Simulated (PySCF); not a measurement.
C₃H₈OSi. Atoms are numbered in the order given.

```xyz
13

O      1.8969     0.7973    -0.2978
Si     0.5280     0.1577     0.4158
C     -1.1434     0.8632    -0.1043
C     -1.6453    -0.6171    -0.1615
C     -0.2893    -1.3783    -0.3284
H      2.6996     0.8433     0.2326
H      0.7446     0.0754     1.8952
H     -1.7165     1.5533     0.5316
H     -1.0781     1.2956    -1.1169
H     -2.1191    -0.8930     0.7948
H     -2.3820    -0.8182    -0.9565
H     -0.0241    -1.4780    -1.3944
H     -0.2228    -2.3708     0.1406
```

Coordinates come from a B3LYP-D3(BJ)/def2-SVP optimisation. One conformer was computed; it need not be the lowest.

Calculation: PBE0/pcSseg-1 in PySCF.

GIAO shieldings, no solvent; atoms listed in one row are averaged. δ = σ(ref) − σ: ¹⁷O against H2O (σ = 334.2 ppm); ²⁹Si against TMS (σ = 352.7 ppm); ¹³C against TMS (σ = 186.3 ppm); ¹H against TMS (σ = 31.56 ppm), references at their B3LYP-D3(BJ)/def2-TZVP geometries, non-relativistic.

Computed chemical shifts:
| nucleus | atoms | count | δ (ppm) |
|---|---|---|---|
| ¹⁷O | O1 | 1 | 49.3 |
| ²⁹Si | Si2 | 1 | 6.1 |
| ¹³C | C5 | 1 | 25.5 |
| ¹³C | C3 | 1 | 24.4 |
| ¹³C | C4 | 1 | 16.5 |
| ¹H | H7 | 1 | 5.55 |
| ¹H | H11 | 1 | 2.30 |
| ¹H | H6 | 1 | 2.24 |
| ¹H | H9 | 1 | 1.84 |
| ¹H | H12 | 1 | 1.77 |
| ¹H | H10 | 1 | 1.64 |
| ¹H | H8 | 1 | 1.63 |
| ¹H | H13 | 1 | 1.58 |
